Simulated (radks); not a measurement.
The numbers below are computed, except where a source is named.
These are the eigenvalues of the occupied orbitals of an atom or ion with whole-number occupations (hartree). Code: a radial shooting solver on a logarithmic mesh with Libxc functionals. Model: scalar-relativistic Kohn-Sham, LDA (Slater exchange, Perdew-Wang correlation), spin-polarised, spherical densities, finite nucleus; Fermi nuclear charge, rms radius of each element as measured or else 0.836 A^(1/3) + 0.57 fm.

1s up: -303.7153
1s down: -303.6861
2s up: -38.49765
2s down: -38.39422
2p up: -33.51164
2p down: -33.42674
3s up: -6.46876
3p up: -5.00592
3p down: -4.80928
3d up: -2.63994
3d down: -2.45732

Which element is it, and in what charge state? The configuration may be excited. Open shells, if any, are filled with parallel spins first.

Answer. Z = 28, nickel, charge +4: Ni4+ in [Ne] 3s1 3p6 3d7. The list shows which subshells hold electrons but not how many an open one holds; the 1s level, -303.72 hartree, gives Z - s = 24.6 by -(Z - s)^2/2, which with screening and relativity narrows Z to a few neighbours, and the depths of the outer levels then fix element, charge and occupations together.
